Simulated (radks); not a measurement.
The europium ion Eu+ inside a hard spherical wall (all orbitals vanish at R), configuration held at [Xe] 4f7 6s1 and not refilled when levels cross. All-electron calculation, scalar-relativistic Kohn-Sham, PBE, spin-polarised, spherical densities, finite nucleus; open shells are filled with parallel spins first (spin-orbit coupling, left out, can overturn this in heavy ions); Fermi nuclear charge, rms radius 5.1115 fm. Program: a radial shooting solver on a logarithmic mesh with Libxc functionals. Eigenvalues in eV for spin up, with the zero of energy where the potential of the charges vanishes at infinity; a dash marks a level that is unbound or too diffuse for the functional's potential to be trusted. A positive occupied level is held by the wall or, in an anion where self-interaction has pushed it up, behind a barrier. The pressure on the wall is -dE/dV.

[
 {"R (bohr)": "free", "E (hartree)": "-10843.3988", "kinetic (hartree)": "11615.264", "e(5s)": "-51.914", "e(5p)": "-30.780", "e(4f)": "-10.308", "e(6s)": "-8.916", "e(5d, empty)": "-7.573", "e(6p, empty)": "-5.628", "pressure (GPa)": "0"},
 {"R (bohr)": "20", "E (hartree)": "-10843.3988", "kinetic (hartree)": "11615.264", "e(5s)": "-51.914", "e(5p)": "-30.780", "e(4f)": "-10.308", "e(6s)": "-8.916", "e(5d, empty)": "-7.573", "e(6p, empty)": "-5.628", "pressure (GPa)": "< 0.0001"},
 {"R (bohr)": "8", "E (hartree)": "-10843.3946", "kinetic (hartree)": "11615.301", "e(5s)": "-51.746", "e(5p)": "-30.617", "e(4f)": "-10.142", "e(6s)": "-8.719", "e(5d, empty)": "-7.418", "e(6p, empty)": "-5.047", "pressure (GPa)": "0.182"},
 {"R (bohr)": "7", "E (hartree)": "-10843.3854", "kinetic (hartree)": "11615.359", "e(5s)": "-51.529", "e(5p)": "-30.408", "e(4f)": "-9.926", "e(6s)": "-8.371", "e(5d, empty)": "-7.194", "e(6p, empty)": "-4.290", "pressure (GPa)": "0.721"},
 {"R (bohr)": "5", "E (hartree)": "-10843.2723", "kinetic (hartree)": "11615.894", "e(5s)": "-50.225", "e(5p)": "-29.183", "e(4f)": "-8.551", "e(6s)": "-4.890", "e(5d, empty)": "-5.473", "e(6p, empty)": "1.624", "pressure (GPa)": "13.8"},
 {"R (bohr)": "4", "E (hartree)": "-10842.9560", "kinetic (hartree)": "11617.298", "e(5s)": "-48.060", "e(5p)": "-27.104", "e(4f)": "-6.040", "e(6s)": "3.018", "e(5d, empty)": "-2.045", "e(6p, empty)": "12.969", "pressure (GPa)": "88.7"},
 {"R (bohr)": "2.5", "E (hartree)": "-10838.0242", "kinetic (hartree)": "11637.380", "e(5s)": "-29.480", "e(5p)": "-6.025", "e(4f)": "15.817", "e(6s)": "77.238", "e(5d, empty)": "29.213", "e(6p, empty)": "101.34", "pressure (GPa)": "4050"}
]
